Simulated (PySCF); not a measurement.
Results of a calculation; reference values are marked as such.
# C3H11OSi2

C3H11OSi2 is a small molecule (built as: Si site whose three back bonds go to OSiH3, CH3, CH3; end group CH2), neutral, doublet. The structure, one conformer, was relaxed in the gas phase by PBE0-D3(BJ)/def2-SVP. No frequency run checks that it is a minimum.

SMILES: [CH2][Si](C)(C)O[SiH3]

```xyz
17

Si   -0.462    0.105   -0.007
O     1.191    0.340    0.091
Si    2.669   -0.362   -0.123
C    -1.210    1.662   -0.726
C    -1.122   -0.196    1.720
C    -0.792   -1.360   -1.096
H     2.981   -0.509   -1.578
H     2.714   -1.721    0.504
H     3.707    0.499    0.512
H    -0.813    1.861   -1.733
H    -0.976    2.529   -0.087
H    -2.306    1.578   -0.800
H    -2.215   -0.331    1.706
H    -0.674   -1.099    2.164
H    -0.892    0.660    2.375
H    -1.803   -1.743   -1.279
H    -0.005   -1.911   -1.623
```
Atom numbers follow the order of the file, from 1.

EPR values by unrestricted B3LYP, IGLO-III on C O Si, pcH-1 on H.

Q: Predict g and the largest hyperfine couplings. Where does the spin sit?

A: g = 2.0023, 2.0028, 2.0028. The spin sits on C6 (106 %, bonded to 1 Si + 2 H) by Mulliken populations.
| atom | isotope | isotropic (MHz) | dipolar, principal values (MHz) |
| --- | --- | --- | --- |
| C6 | 13C | 74.3 | -74.6, -74.4, 149.0 |
| H17 | 1H | -57.7 | -36.3, -0.5, 36.9 |
| H16 | 1H | -57.0 | -36.2, -0.8, 37.0 |
| Si1 | 29Si | 45.3 | -1.8, -0.3, 2.1 |
| C4 | 13C | 25.4 | -2.6, -2.5, 5.0 |
| C5 | 13C | 22.8 | -2.4, -2.2, 4.6 |

Q: How do the isotropic couplings move with BHandHLYP?

A: C6 74.3 to 95.4 MHz, H17 -57.7 to -67.0 MHz, H16 -57.0 to -65.9 MHz, Si1 45.3 to 54.1 MHz.
